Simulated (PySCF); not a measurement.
Gas-phase reaction: ZrCl4 + H2O → ZrCl4.H2O

Energies from PySCF, thermal terms from the rigid-rotor harmonic-oscillator model, ideal gas at 1 bar. † marks an energy on the PBE0/def2-TZVP geometry and frequencies; other levels use their own. All species are closed-shell singlets. Zr: scalar-relativistic def2 core potential, no spin-orbit coupling. Adducts (ZrCl4.H2O) have no counterpoise correction, and HF, PBE, BLYP, B3LYP and PBE0 lack dispersion. ZrCl4.H2O: computed as isolated molecules; such fragments, hydroxides, amides, oligomers or adducts are transient or little studied in the gas. The harmonic model lacks anharmonicity and excited electronic states, which grow with temperature; levels with a mode under 35 cm⁻¹ are left out. Soft modes under 120 cm⁻¹ make the harmonic entropy rough for ZrCl4, ZrCl4.H2O.

ΔH° and ΔS° at 298 K: PBE/def2-SVP -85 kJ, -117 J/K; PBE/def2-TZVP† -50 kJ, -115 J/K; PBE0/def2-QZVP† -52 kJ, -115 J/K; PBE0/def2-SVP† -87 kJ, -115 J/K.

Question: With the heat capacities included, give log10 K (1 bar) at 600, 800, 1400, 2000, 2500 K from PBE/def2-SVP, PBE/def2-TZVP†, PBE0/def2-QZVP†, PBE0/def2-SVP†.

Answer: 
| T (K) | PBE/def2-SVP | PBE/def2-TZVP† | PBE0/def2-QZVP† | PBE0/def2-SVP† |
|---|---|---|---|---|
| 600 | 1.5 | -1.5 | -1.4 | 1.7 |
| 800 | -0.3 | -2.5 | -2.4 | -0.1 |
| 1400 | -2.4 | -3.6 | -3.5 | -2.2 |
| 2000 | -3.1 | -3.9 | -3.9 | -2.9 |
| 2500 | -3.4 | -4.0 | -4.0 | -3.2 |
